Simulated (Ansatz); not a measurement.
Ideal-gas functions of `BrC(I)I` at 600 K and 1 bar, from an Ansatz frequency run at PBE0-D4/def2-TZVP.

Molar mass 346.73 g/mol, point group Cs (symmetry number 1), electronic degeneracy 1, moments of inertia 505.38, 804.472, 1296.647 u Å². Harmonic wavenumbers (cm⁻¹, unscaled): 110, 125, 182, 473, 613, 654, 1100, 1146, 3197.

Use S(trans) = R[1.5 ln M + 2.5 ln T − 1.1517]; rotational temperatures θ = 24.2544 K / I; S(rot) = R[ln(√π/σ · √(T³/θAθBθC)) + 1.5]; for each mode x = 1.438777 ν̃/T, S = R[x/(eˣ − 1) − ln(1 − e⁻ˣ)] and H = RT x/(eˣ − 1); 1 cm⁻¹ = 0.0119627 kJ/mol; R = 8.31446 J/(mol·K).

Q: By hand: the entropy, in J/(mol·K).

A: Translation 196.3. Rotation: θ = 0.048, 0.0301, 0.0187 K, giving 140.7. Vibration, mode by mode: 19.42, 18.36, 15.27, 7.70, 5.82, 5.38, 2.31, 2.11, 0.03, in all 76.4. Electronic 0.0. Sum 413.4 J/(mol·K).

Q: By hand: H − E and G − E in kJ/mol, counted from the electronic energy.

A: Zero-point energy ½ × 7600 × 0.0119627 = 45.5; thermal vibration 21.5; translation, rotation and pV give 4 RT = 20.0. H − E = 87.0 kJ/mol, and G − E = 87.0 − 600 × 413.4/1000 = -161.0 kJ/mol.

Vibration gives 18 % of the entropy, 37.8 J/(mol·K) of it from the modes under 150 cm⁻¹: soft modes count most, and the harmonic formula is weakest for them.
